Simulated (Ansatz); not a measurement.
Input file for Ansatz (a program for electronic structure): R-CCSD(T)/def2-SVP on BiF2HTe (SMILES [F][Bi]([F])[TeH]), a point of a torsion scan. Elements past Kr take the def2 small-core potentials; no spin–orbit coupling. The run froze 20 orbitals, filled d shells among them.

Ansatz 0.2 input:
```yaml
crystal:
  periodic: [false, false, false]
  atoms:
    - {symbol: F, position_ang: [-1.39726955, 1.51962041, 0.30570892]}
    - {symbol: Bi, position_ang: [-0.73064889, -0.06268128, -0.83026955]}
    - {symbol: F, position_ang: [-1.80783579, -1.50623047, 0.19043387]}
    - {symbol: Te, position_ang: [1.37432837, -0.28488070, 0.89255269]}
    - {symbol: H, position_ang: [2.04338086, -1.56336125, 0.09310679]}
basis:
  gaussian:
    orbitals: def2-SVP
magnetization: {spin_polarized: false}
correlation: {method: ccsd_t, electrons: outside_noble_gas}
scf: {lower_state_search: off}
```

The log:

```
WARN ansatz: RAYON_NUM_THREADS=1 ignored (pool sized by the plan → 1); use --threads N
Functional definition: HF
these checks for a lower state are left out or cut short: stability, starts, cluster_reference, orbital_swaps, neighbouring_geometries, increment
integrals: 0.09 GiB planned
969 factors; integrals over basis functions are off by at most 4.8e-4 eV
mean field: 0.30 GiB planned
mean field evaluation 1: about -18496.2012 eV, gradient 4.4e1 eV
mean field evaluation 2: about -18496.3443 eV, gradient 4.4e1 eV
mean field evaluation 4: about -18500.4017 eV, gradient 2.3e0 eV
mean field evaluation 8: about -18500.4611 eV, gradient 2.9e-1 eV
mean field -18500.46206491 eV, -679.8794408220 hartree, gradient 1.4e-6 eV, S^2 0.000000; 0 other end points of the search recorded, 0 dependent functions left out
20 core orbitals not correlated, not the lowest: weight in the atoms' cores, before any rotation towards them, 0.642 or more for the frozen orbitals, at most 0.316 for the correlated occupied ones
reference -18500.46206491 eV, -679.8794408220 hartree; 13, 13 occupied and 52, 52 virtual orbitals, 969 factors
second order -15.29668869 eV of doubles, -0.00000000 eV of singles
coupled cluster: 0.20 GiB planned
cycle   1  -15.29756330 eV  change   -8.7e-4 eV  update   1.3e-1
cycle   2  -15.70841011 eV  change   -4.1e-1 eV  update   5.0e-2
cycle   3  -15.85057640 eV  change   -1.4e-1 eV  update   2.7e-2
cycle   4  -15.84964314 eV  change    9.3e-4 eV  update   7.2e-3
cycle   5  -15.84277890 eV  change    6.9e-3 eV  update   3.2e-3
cycle   6  -15.84272012 eV  change    5.9e-5 eV  update   9.8e-4
cycle   7  -15.84264655 eV  change    7.4e-5 eV  update   4.2e-4
cycle   8  -15.84239626 eV  change    2.5e-4 eV  update   1.6e-4
cycle   9  -15.84242196 eV  change   -2.6e-5 eV  update   7.7e-5
cycle  10  -15.84248564 eV  change   -6.4e-5 eV  update   3.1e-5
cycle  11  -15.84246124 eV  change    2.4e-5 eV  update   1.2e-5
perturbative correction -0.35763223 eV, -0.0131427421 hartree
Total energy: -18516.66215839 eV, -680.4747832764 hartree
Checks for a lower state left out: stability, starts, cluster_reference, orbital_swaps, neighbouring_geometries, increment
```

The calculation finished and met its thresholds.

Cost: very roughly 4 core-seconds.
